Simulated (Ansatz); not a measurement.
Consider the cleavage of the Si–Ge bond: `[SiH3][GeH2][SiH3]` + `CNCF` → `CN([SiH3])CF` + `[SiH3][GeH3]`.

Isolated molecules relaxed with PBE0-D4/def2-TZVP in Ansatz; ΔE leaves out vibrations. CCSD(T)/CBS adds triple-zeta CCSD(T) − MP2 to the extrapolated MP2 energy (def2 sets, frozen cores). Functionals use def2-TZVPP. B3LYP here is the variant with VWN-RPA as its local correlation; programs differ in this. For Ge outer-core shells are correlated without core-valence functions, which leaves a few kJ/mol of doubt a bond. Scalar relativity is left out up to krypton. Each species was taken in one conformer, which may not be the lowest.

```json
{"level": "PBE-D4", "ΔE (kcal/mol)": "-0.8", "difference from CCSD(T)/CBS": "3.2"}
{"level": "PBE0-D4", "ΔE (kcal/mol)": "-1.6", "difference from CCSD(T)/CBS": "2.4"}
{"level": "B3LYP-D4", "ΔE (kcal/mol)": "-4.1", "difference from CCSD(T)/CBS": "-0.1"}
{"level": "PBE", "ΔE (kcal/mol)": "-0.3", "difference from CCSD(T)/CBS": "3.7"}
{"level": "r2SCAN", "ΔE (kcal/mol)": "-2.8", "difference from CCSD(T)/CBS": "1.2"}
{"level": "PBE0", "ΔE (kcal/mol)": "-1.2", "difference from CCSD(T)/CBS": "2.8"}
{"level": "B3LYP", "ΔE (kcal/mol)": "-3.3", "difference from CCSD(T)/CBS": "0.7"}
{"level": "MP2/def2-TZVPP", "ΔE (kcal/mol)": "-5.6", "difference from CCSD(T)/CBS": "-1.6"}
{"level": "SCS-MP2/def2-TZVPP", "ΔE (kcal/mol)": "-6.1", "difference from CCSD(T)/CBS": "-2.1"}
{"level": "CCSD/def2-TZVPP", "ΔE (kcal/mol)": "-4.7", "difference from CCSD(T)/CBS": "-0.7"}
{"level": "HF/def2-QZVPP", "ΔE (kcal/mol)": "-6.7", "difference from CCSD(T)/CBS": "-2.7"}
{"level": "MP2/def2-QZVPP", "ΔE (kcal/mol)": "-5.5", "difference from CCSD(T)/CBS": "-1.5"}
{"level": "SCS-MP2/def2-QZVPP", "ΔE (kcal/mol)": "-6.1", "difference from CCSD(T)/CBS": "-2.1"}
{"level": "HF/CBS(def2)", "ΔE (kcal/mol)": "-6.8", "difference from CCSD(T)/CBS": "-2.8"}
{"level": "MP2/CBS(def2)", "ΔE (kcal/mol)": "-5.1", "difference from CCSD(T)/CBS": "-1.1"}
{"level": "CCSD/CBS(def2)", "ΔE (kcal/mol)": "-4.2", "difference from CCSD(T)/CBS": "-0.2"}
{"level": "CCSD(T)/CBS", "ΔE (kcal/mol)": "-4.0", "difference from CCSD(T)/CBS": "0"}
```

Largest T1 diagnostic among the species: 0.012.

From PBE to PBE0 (25 % exact exchange), in def2-TZVPP and without D4, ΔE moves by −0.9 kcal/mol. The D4 term adds −0.8 kcal/mol with B3LYP and −0.4 kcal/mol with PBE0; it sums over pairs of atoms, weighted by their polarisabilities, and B3LYP, whose exchange is more repulsive, gets the larger term.
